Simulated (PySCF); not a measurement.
Ions at one geometry of Hf(SH)4

PySCF 2.14.0, RKS PBE0, Hf def2-SVP with ECP60, S def2-SVP, H def2-SVP; non-relativistic Hamiltonian with scalar-relativistic core potentials where named; density fitting; no spin-orbit coupling; singlets restricted, open shells unrestricted. The geometry is relaxed for charge 0, singlet, vacuum:

```xyz
9

Hf    0.0000    0.0000    0.0000
S     1.3422    1.4820    1.3832
H     1.7792    0.4314    2.1232
S    -1.3422   -1.4820    1.3832
H    -1.7792   -0.4314    2.1232
S     1.4820   -1.3422   -1.3831
H     0.4313   -1.7791   -2.1233
S    -1.4820    1.3422   -1.3831
H    -0.4313    1.7791   -2.1233
```

Energies count from the relaxed state; an electron taken off or put on is at rest in vacuum. Charges and spins are Mulliken's.

```tsv
state	energy (eV)	spin squared	charge on Hf1 (e)	spin on Hf1 (e)	dipole about the centre of mass (D)
charge 0, singlet, vacuum	0.00	0.00	0.64	0.00	0.00
charge +1, doublet, vacuum	9.55	0.77	0.71	-0.17	0.01
```

Question: What does the state charge -1, doublet, vacuum give?

Answer: energy (eV) -0.66, spin squared 0.75, charge on Hf1 (e) 0.35, spin on Hf1 (e) 0.95, dipole about the centre of mass (D) 0.00.

With an electron taken off (doublet) the charges change, summed by element, by Hf +0.06 e, S +0.75 e, H +0.18 e. The vertical ionisation energy is 9.55 eV, against −ε(HOMO) = 7.86 eV of the relaxed state. The level lies 1.7 eV too high, as is usual for semilocal functionals and global hybrids, which keep a self-interaction error.

With an electron put on (doublet) the charges change, summed by element, by Hf -0.30 e, S -0.46 e, H -0.24 e. The vertical electron affinity is 0.66 eV, against −ε(LUMO) = 2.23 eV of the relaxed state. The basis has no diffuse functions, which an added electron needs. The added electron's level lies above zero.

Open shells may have lower solutions than those found.
